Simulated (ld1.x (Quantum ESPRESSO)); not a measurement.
Reading a pseudo-wave (silicon (Si))

Columns: radius, all-electron u(r) and pseudo u(r) of the 3p shell (level -11.63 eV) of silicon in the configuration [Ne] 3s2 3p1; PBEsol, scalar-relativistic, TM scheme, ld1.x (Quantum ESPRESSO) 7.5.

| r (bohr) | all-electron | pseudo |
| --- | --- | --- |
| 0.075 | 0.0769 | -0.0038 |
| 0.150 | 0.1890 | -0.0150 |
| 0.225 | 0.2654 | -0.0329 |
| 0.300 | 0.2951 | -0.0564 |
| 0.375 | 0.2849 | -0.0839 |
| 0.450 | 0.2455 | -0.1141 |
| 0.525 | 0.1867 | -0.1453 |
| 0.600 | 0.1163 | -0.1766 |
| 0.675 | 0.0401 | -0.2074 |
| 0.750 | -0.0379 | -0.2375 |
| 0.825 | -0.1146 | -0.2675 |
| 0.900 | -0.1882 | -0.2983 |
| 0.975 | -0.2574 | -0.3307 |
| 1.050 | -0.3215 | -0.3655 |
| 1.125 | -0.3799 | -0.4030 |
| 1.200 | -0.4327 | -0.4427 |
| 1.275 | -0.4799 | -0.4831 |
| 1.350 | -0.5216 | -0.5221 |
| 1.425 | -0.5577 | -0.5578 |
| 1.500 | -0.5886 | -0.5886 |
| 1.575 | -0.6144 | -0.6144 |
| 1.650 | -0.6354 | -0.6354 |
| 1.725 | -0.6519 | -0.6519 |
| 1.800 | -0.6642 | -0.6642 |
| 1.875 | -0.6725 | -0.6725 |
| 1.950 | -0.6774 | -0.6774 |

(1) How many radial nodes do the two functions have?

(2) At about which radius was the pseudo-wave matched?

(3) Is the pseudo-wave norm-conserving?

Results:

(1) The all-electron 3p function has n − l − 1 = 1; the pseudo-wave has 0, since the states of the same l below it are removed with the core.

(2) 1.50 bohr, where the columns begin to agree (steps of 0.07 bohr).

(3) Yes: the TM scheme keeps the norm inside the radius equal to the all-electron one, which fixes the energy derivative of the logarithmic derivative at the level.
